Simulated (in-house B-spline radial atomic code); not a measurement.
# Solving the quasi-particle equation for 3s of Ar VII (Ar6+)

Configuration [Ne] 3s2, start HSE06. Computed with an all-electron radial atomic-structure program (B-spline basis): all electrons, non-relativistic, point nucleus, each spin shell either full or empty, empty states to l = 9 with an (l + 1/2)⁻⁴ tail; G0W0 by contour deformation at full frequency.

At the mean-field level ε = -117.168 eV the matrix elements are Σx = -25.828 eV, v_xc = -20.966 eV and Σc(ε) = -2.754 eV, and the slope of the correlation self-energy is dΣc/dω = -0.0474. The quasi-particle energy solves E = ε + Σx − v_xc + Σc(E).

Q: What does the linearised equation give?

A: Z = 1/(1 − dΣc/dω) = 1/1.0474 = 0.9547. The first-order shift is Σx − v_xc + Σc(ε) = -25.828 − (-20.966) + (-2.754) = -7.616 eV, so E ≈ ε + Z × shift = -117.168 + 0.9547 × (-7.616) = -124.439 eV.

Q: How does that compare with the full solution and with static screening?

A: Solving the equation at full frequency dependence gives E = -124.475 eV, where Σc = -2.444 eV and the weight is 0.963; the linearised value is off by 36 meV. Leaving Z out would give -124.784 eV. Static COHSEX puts -5.292 eV in place of Σc and gives -127.322 eV, 2.85 eV deeper.
